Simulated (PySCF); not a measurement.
An excited-state job on `[F][Ge@H]([Br])[CH2][GeH3]`.

Computed with TDDFT PBE0/def2-SVPD, vertical, gas phase, core orbitals frozen in the response (PySCF 2.14.0, density-fitted response routines). Geometry: GFN2-xTB. The input is one job of a driver script: a line of settings, then coordinates in Å.

Command:
```bash
OMP_NUM_THREADS=1 python probes_run.py task.json out
```

Input:
```
{"job": {"kind": "uv", "xc": "PBE0", "basis": "def2-SVPD", "nstates": 6, "ntriplets": 2}, "charge": 0, "multiplicity": 1}
F      2.896115    -0.923653    -0.332911
Ge     1.539662     0.210351    -0.383487
Br     2.095236     1.881871     1.053194
C     -0.041102    -0.804742     0.226838
Ge    -1.710671     0.235959     0.111440
H      1.641165     0.743166    -1.799695
H     -0.115583    -1.705806    -0.381785
H      0.135031    -1.118211     1.257916
H     -1.652451     1.431839     0.999516
H     -1.931503     0.690455    -1.295243
H     -2.850475    -0.638559     0.518253
```

**Question.** What does the run print?

**Answer.** 
```
coarse grid: 47480 points
cycle   1  E = -6867.8028573607  dE = -2.043e+00  |g| = 8.040e-01  |ddm| = 3.935e+00
cycle   2  E = -6867.6347400985  dE =  1.681e-01  |g| = 1.299e+00  |ddm| = 1.815e+00
cycle   3  E = -6867.9007741421  dE = -2.660e-01  |g| = 1.723e-01  |ddm| = 1.111e+00
cycle   4  E = -6867.9053507920  dE = -4.577e-03  |g| = 3.685e-02  |ddm| = 1.849e-01
cycle   5  E = -6867.9055570689  dE = -2.063e-04  |g| = 1.032e-02  |ddm| = 4.463e-02
cycle   6  E = -6867.9055785910  dE = -2.152e-05  |g| = 3.547e-03  |ddm| = 1.507e-02
cycle   7  E = -6867.9055815331  dE = -2.942e-06  |g| = 4.888e-04  |ddm| = 4.075e-03
final grid: 94200 points
cycle   8  E = -6867.9055169164  dE = -7.238e-08  |g| = 6.488e-04  |ddm| = 4.548e-03
cycle   9  E = -6867.9055168260  dE =  9.038e-08  |g| = 8.988e-04  |ddm| = 1.946e-03
cycle  10  E = -6867.9055170178  dE = -1.918e-07  |g| = 5.166e-05  |ddm| = 1.100e-03
cycle  11  E = -6867.9055170184  dE = -5.484e-10  |g| = 1.516e-05  |ddm| = 6.572e-05
converged SCF energy = -6867.9055170184

Static polarisability (au): isotropic 92.757, principal 79.591 91.147 107.533

Singlet excitations
state   eV       nm        f      main configurations
  1   6.5562    189.1   0.03657   H->L 0.94
  2   6.7378    184.0   0.01557   H-1->L 0.96
  3   6.9505    178.4   0.00515   H->L+1 0.94
  4   7.3682    168.3   0.00287   H-1->L+1 0.77, H-2->L 0.13
  5   7.5549    164.1   0.01288   H-2->L 0.65, H->L+2 0.23
  6   7.6600    161.9   0.06963   H->L+2 0.66, H-2->L 0.14

Triplet excitations (Tamm-Dancoff, eV): 5.9935 6.2352
```

The SCF starts on a coarse grid where the log names one; the energy can jump when the final grid takes over, and dE then counts from the start density on the new grid. H and L stand for HOMO and LUMO; the number after each pair is its weight.

**Question.** Give S1 in cm⁻¹ and kJ/mol.

**Answer.** 6.5562 eV × 8065.54 = 52879 cm⁻¹; × 96.485 = 632.6 kJ/mol.

**Question.** Give the mean polarisability as a volume in Å³, and the ratio of the largest to the smallest principal value.

**Answer.** 92.757 au × 0.148185 = 13.75 Å³; 107.533/79.591 = 1.35.

Summary of the converged run: HOMO -8.53 eV, LUMO -0.60 eV; lowest singlet 6.56 eV; lowest triplet 5.99 eV (Tamm–Dancoff); mean polarisability 92.8 au.

 Relativistic effects, spin–orbit coupling among them, are left out although an element past zinc is present.

Time: 33 s of wall time; peak memory 0.86 GiB. Hardware: an Arm Neoverse V2 with one thread, on a shared host.

One conformer stands for the species.
Labels such as C1 count atoms from 1, the log's own numbers from 0.
